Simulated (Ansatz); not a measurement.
Geometry optimisation, RKS B3LYP-D4/def2-mTZVP (Ansatz 0.2.0).

The input (input.yaml):

```yaml
crystal:
  periodic: [false, false, false]
  atoms:
    - { symbol: Ge, position_ang: [0.0, 0.0, 0.0] }
    - { symbol: Cl, position_ang: [0.0, 0.0, 2.57] }
    - { symbol: H, position_ang: [1.4616, 0.0, -0.5162] }
    - { symbol: H, position_ang: [-0.73, 1.2648, -0.5162] }
    - { symbol: C, position_ang: [-0.9232, -1.5994, -0.6527] }
    - { symbol: H, position_ang: [-1.4228, -2.1111, 0.1962] }
    - { symbol: H, position_ang: [-1.6833, -1.3066, -1.4068] }
    - { symbol: H, position_ang: [-0.1873, -2.288, -1.1178] }
    - { symbol: H, position_ang: [-1.7556, 0.0, 0.5833] }
    - { symbol: H, position_ang: [-1.4971, 0.0, 1.5533] }
basis:
  gaussian: { orbitals: def2-mTZVP }
hamiltonian:
  xc: b3lyp
  dispersion: d4
relax:
  f_tol: 0.15
  max_steps: 25
  restrain:
    - { distance: [0, 8], at: 1.55, k: 30.0 }
    - { distance: [9, 1], at: 1.37, k: 30.0 }
    - { distance: [0, 1], at: 3.42, k: 30.0 }
    - { distance: [9, 8], at: 1.86, k: 30.0 }
```

Run as:

```bash
$ ansatz run input.yaml --threads 2 --pin off --max-ram 3072MiB --backend cpu --events-out ev --progress --plain --runs-dir out
```

Task: Where does it end, and by what steps?

Result: The forces met the threshold. The restraints hold the end off the free minimum. After 18 steps the energy has fallen by 2.039 eV (the restraints' own energy left out); H4 moved furthest, 1.24 Å. Joined: Cl2–H10 (1.81 → 1.34 Å).

| step | energy less start (eV) | largest force component (eV/Å) | accepted |
| --- | --- | --- | --- |
| 0 | 0.0000 | 3.758 | yes |
| 1 | 1.2464 | 3.326 | yes |
| 2 | 1.4771 | 2.669 | yes |
| 3 | 0.8386 | 2.344 | yes |
| 4 | -0.1827 | 1.816 | yes |
| 5 | -0.9309 | 1.332 | yes |
| 6 | -1.4576 | 0.987 | yes |
| 7 | -1.7714 | 1.150 | yes |
| 8 | -1.9000 | 1.085 | yes |
| 9 | -1.9792 | 0.917 | yes |
| 10 | -1.9554 | 1.272 | no |
| 11 | -1.9936 | 0.861 | yes |
| 12 | -2.0052 | 0.838 | yes |
| 13 | -2.0173 | 0.759 | yes |
| 14 | -2.0347 | 0.722 | yes |
| 15 | -2.0312 | 0.919 | no |
| 16 | -2.0402 | 0.637 | yes |
| 17 | -2.0264 | 0.953 | no |
| 18 | -2.0391 | 0.714 | yes |

```xyz
10
Properties=species:S:1:pos:R:3
Ge -0.412 0.206 -0.397
Cl -0.391 -0.877 2.859
H 1.003 0.330 0.186
H -0.489 1.024 -1.704
C -0.927 -1.661 -0.725
H -0.893 -2.240 0.196
H -1.936 -1.710 -1.135
H -0.243 -2.112 -1.444
H -1.398 0.876 0.595
H -1.051 0.123 2.263
```

Run time: 54 s on 2 threads of Arm Neoverse V1, on a shared host, peak memory 0.21 GiB.
